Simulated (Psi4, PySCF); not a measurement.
C4H10AlClO (SMILES CC(C)(C)[O][AlH][Cl]), singlet, geometry from GFN2-xTB (such geometries of metal compounds can be far from the true shape), atoms displaced at random by about 0.08 Å a coordinate. Base run: PBE/STO-3G, gradient (PySCF).

Input for PySCF:
```python
from pyscf import gto, scf, dft

mol = gto.Mole()
mol.atom = '''
    Al    1.511767   -0.287454    0.958330
    Cl    0.763648   -0.786648    2.864127
    H     2.518929   -0.059763    0.498091
    O     0.126790    0.191640   -0.418353
    C    -0.672811    0.437155   -1.405078
    C    -1.818271    1.512565   -0.941025
    C     0.264380    0.805736   -2.537667
    C    -1.386380   -1.081728   -1.801032
    H    -2.403115    1.688520   -1.816768
    H    -1.165572    2.329558   -0.581642
    H    -2.275542    1.139109   -0.347903
    H     0.722485    1.742185   -2.354977
    H    -0.582925    1.102850   -3.382374
    H     0.985743   -0.052717   -2.776992
    H    -2.092342   -1.187950   -0.852357
    H    -0.652610   -1.615452   -1.977720
    H    -2.058246   -0.724430   -2.652242
'''
mol.basis = 'sto-3g'
mol.charge = 0
mol.spin = 0
mol.verbose = 3
mol.build()

mf = dft.RKS(mol)
mf.xc = 'pbe'
mf.kernel()
g = mf.nuc_grad_method()
grad = g.kernel()
```

Programs used: Psi4, PySCF; a row that names a program was run with it.

The coordinate followed is x of atom 13.

The base run was repeated with changes; each row names its change, and settings that it needs were set with it.

| change | dE/dx (Eh/bohr) | net force (Eh/bohr) |
|---|---|---|
| base | -0.060992 | 0.000092 |
| grids.level = 0; grid_response = on | -0.063212 | 0.000000 |
| finite difference step (bohr) = 0.05; conv_tol = 1e-11 | -0.060915 | - |
| conv_tol = 1e-6 | -0.060992 | 0.000092 |
| finite difference step (bohr) = 0.2; conv_tol = 1e-11 | -0.059855 | - |
| conv_tol = 1e-4 | -0.060924 | 0.000093 |
| finite difference step (bohr) = 1e-3; conv_tol = 1e-11 | -0.060986 | - |
| grids.level = 0; grid_response = off | -0.061590 | 0.002863 |
| code = psi4 | -0.060974 | 0.000431 |
| conv_tol = 1e-11 | -0.060991 | 0.000092 |
| finite difference step (bohr) = 1e-4; conv_tol = 1e-11 | -0.060986 | - |
| finite difference step (bohr) = 0.01; conv_tol = 1e-11 | -0.060983 | - |

The net force is zero for an exact gradient.
